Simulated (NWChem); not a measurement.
System: GeNH2ClF2; SMILES [NH2][Ge]([F])([F])[Cl]

Input file for NWChem:

```
start job
memory heap 200 mb stack 900 mb global 1100 mb
geometry units angstroms noautoz
  N      1.605558    -0.973370     0.372510
  Ge    -0.001114    -0.293599    -0.002518
  F     -0.521504    -0.884930    -1.527065
  F     -1.270228    -0.778520     1.059343
  Cl     0.054207     1.822557    -0.006782
  H      2.112808    -0.526444     1.129752
  H      1.664785    -1.985570     0.433998
end
basis spherical
  * library aug-pcseg-1
end
dft
  xc xpbe96 cpbe96
  iterations 150
  mulliken
end
task dft energy
```

Excerpt of the output:

```
             Northwest Computational Chemistry Package (NWChem) 7.3.0
             --------------------------------------------------------

 C1  symmetry detected

                             Geometry "geometry" -> ""
                             -------------------------

 Output coordinates in angstroms (scale by  1.889725989 to convert to a.u.)

  No.       Tag          Charge          X              Y              Z
 ---- ---------------- ---------- -------------- -------------- --------------
    1 N                    7.0000     1.68186115    -0.84138459     0.26661514
    2 Ge                  32.0000     0.01577557    -0.25738274     0.00732724
    3 F                    9.0000    -0.59369052    -0.92195337    -1.45267914
    4 F                    9.0000    -1.13517848    -0.77380226     1.18289653
    5 Cl                  17.0000    -0.04366610     1.85764984    -0.05823712
    6 H                    1.0000     2.22390999    -0.34552967     0.96716622
    7 H                    1.0000     1.80038851    -1.84677699     0.35013060

 Effective nuclear repulsion energy (a.u.)     521.8895657966

  pbe96 is a nonlocal functional; adding pw91lda local functional.

                                 NWChem DFT Module
                                 -----------------

 Summary of "ao basis" -> "ao basis" (spherical)
 ------------------------------------------------------------------------------
       Tag                 Description            Shells   Functions and Types
 ---------------- ------------------------------  ------  ---------------------
 N                        aug-pcseg-1                9       23   4s3p2d
 Ge                       aug-pcseg-1               14       36   6s5p3d
 F                        aug-pcseg-1                9       23   4s3p2d
 Cl                       aug-pcseg-1               11       27   5s4p2d
 H                        aug-pcseg-1                5        9   3s2p

            General Information
            -------------------
          SCF calculation type: DFT
          Wavefunction type:  closed shell.
          No. of atoms     :     7
          No. of electrons :    76
           Alpha electrons :    38
            Beta electrons :    38
          Charge           :     0
          Spin multiplicity:     1
          Use of symmetry is: off; symmetry adaption is: off
          Maximum number of iterations: 150
          AO basis - number of functions:   150
                     number of shells:    62
          Convergence on energy requested:  1.00D-06
          Convergence on density requested:  1.00D-05
          Convergence on gradient requested:  5.00D-04

              XC Information
              --------------
          PerdewBurkeErnzerhof Exchange Functional  1.000
            Perdew 1991 LDA Correlation Functional  1.000 local
           PerdewBurkeErnz. Correlation Functional  1.000 non-local

             Grid Information
             ----------------
          Grid used for XC integration:  medium
          Radial quadrature: Mura-Knowles
          Angular quadrature: Lebedev.
          Tag              B.-S. Rad. Rad. Pts. Rad. Cut. Ang. Pts.
          ---              ---------- --------- --------- ---------
          N                   0.65       49          13.0       434
          Ge                  1.25      112          14.0       590
          F                   0.50       49          14.0       434
          Cl                  1.00       88          16.0       590
          H                   0.35       45          15.0       434
          Grid pruning is: on
          Number of quadrature shells:   437
          Spatial weights used:  Erf1

      Superposition of Atomic Density Guess
      -------------------------------------

 Sum of atomic energies:       -2788.45018168

      Non-variational initial energy
      ------------------------------

 Total energy =   -2789.583234
 1-e energy   =   -4923.404591
 2-e energy   =    1611.931791
 HOMO         =      -0.383800
 LUMO         =      -0.032987

     ---------------------------------------------
      Total Density - Mulliken Population Analysis
     ---------------------------------------------

    Atom       Charge   Shell Charges
 -----------   ------   -------------------------------------------------------
    1 N    7     8.27   2.00  0.85  0.71  0.12  2.58  1.84  0.15  0.01  0.01
    2 Ge  32    28.86   2.00  2.00  2.00  0.64 -0.32 -0.02  6.00  5.98  0.59 -0.18 -0.01 10.03  0.19 -0.04
    3 F    9     9.96   2.00  0.96  1.00  0.05  3.59  2.22  0.13  0.00  0.01
    4 F    9     9.97   2.00  0.96  1.00  0.05  3.60  2.22  0.14  0.00  0.01
    5 Cl  17    17.62   2.00  2.00  1.21  0.75  0.02  5.99  3.85  1.70  0.05  0.01  0.04
    6 H    1     0.65   0.62 -0.00 -0.01  0.03  0.01
    7 H    1     0.66   0.62  0.01 -0.01  0.03  0.01

   convergence    iter        energy       DeltaE   RMS-Dens  Diis-err
 ---------------- ----- ----------------- --------- --------- ---------
 d= 0,ls=0.0,diis     1  -2791.8085045364 -3.31D+03  1.84D-02  1.33D+00
 d= 0,ls=0.0,diis     2  -2791.4756673440  3.33D-01  1.04D-02  5.23D+00
 d= 0,ls=0.0,diis     3  -2791.9381868815 -4.63D-01  2.87D-03  1.10D-01
 d= 0,ls=0.0,diis     4  -2791.9402454256 -2.06D-03  1.55D-03  7.30D-02
 d= 0,ls=0.0,diis     5  -2791.9486625826 -8.42D-03  3.25D-04  2.05D-03
  Resetting Diis
 d= 0,ls=0.0,diis     6  -2791.9488296354 -1.67D-04  1.48D-04  5.31D-04
 d= 0,ls=0.0,diis     7  -2791.9488950438 -6.54D-05  5.53D-05  1.60D-05
 d= 0,ls=0.0,diis     8  -2791.9488898277  5.22D-06  3.68D-05  7.49D-05
 d= 0,ls=0.0,diis     9  -2791.9488965722 -6.74D-06  5.82D-06  8.39D-07
 d= 0,ls=0.0,diis    10  -2791.9488966585 -8.63D-08  1.60D-06  4.54D-08

         Total DFT energy =    -2791.948896658469
      One electron energy =    -4923.631290019649
           Coulomb energy =     1744.999380763867
    Exchange-Corr. energy =     -135.206553199258
 Nuclear repulsion energy =      521.889565796572

[...]
```

Level: PBE/aug-pcseg-1. The geometry was optimised at PBE0/def2-SVP.
